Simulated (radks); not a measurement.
Results of a calculation; reference values are marked as such.
Ionisation of the niobium ion Nb+, [Kr] 4d4, to [Kr] 4d3 as the strength of local exchange is varied. Level of theory: Dirac Kohn-Sham, Slater X-alpha exchange (alpha = 2/3 is LDA exchange), no correlation, spin-unpolarised, spherical densities, finite nucleus; open shells fill j = l - 1/2 first; Fermi nuclear charge, rms radius 4.324 fm (a radial shooting solver on a logarithmic mesh with Libxc functionals).

| alpha | E(Nb+) (hartree) | exchange (hartree) | IE (eV) | -e of the level emptied (eV) | <r> of it (bohr) |
|---|---|---|---|---|---|
| 0.667 | -3812.07244 | -110.86659 | 13.066 | 8.427 (4d3/2) | 2.095 |
| 0.814 | -3836.58353 | -136.15553 | 14.843 | 9.904 (4d3/2) | 1.978 |
| 0.826 | -3838.59125 | -138.23351 | 14.996 | 10.033 (4d3/2) | 1.970 |
| 0.907 | -3852.17025 | -152.31334 | 16.056 | 10.934 (4d3/2) | 1.912 |
| 0.973 | -3863.26922 | -163.85454 | 16.958 | 11.709 (4d3/2) | 1.869 |
| 0.989 | -3865.96455 | -166.66168 | 17.182 | 11.903 (4d3/2) | 1.859 |
| 1.047 | -3875.75042 | -176.86788 | 18.010 | 12.624 (4d3/2) | 1.823 |

NIST Atomic Spectra Database: 14.320 eV (semi-empirical). The Delta-SCF value meets it near alpha = 0.77. Spin polarisation and multiplet splitting are left out, so open shells lie too high by an amount that depends on their filling.

Beside tabulated values, note that spin-unpolarised runs miss the spin-polarisation part of the exchange energy of open shells.
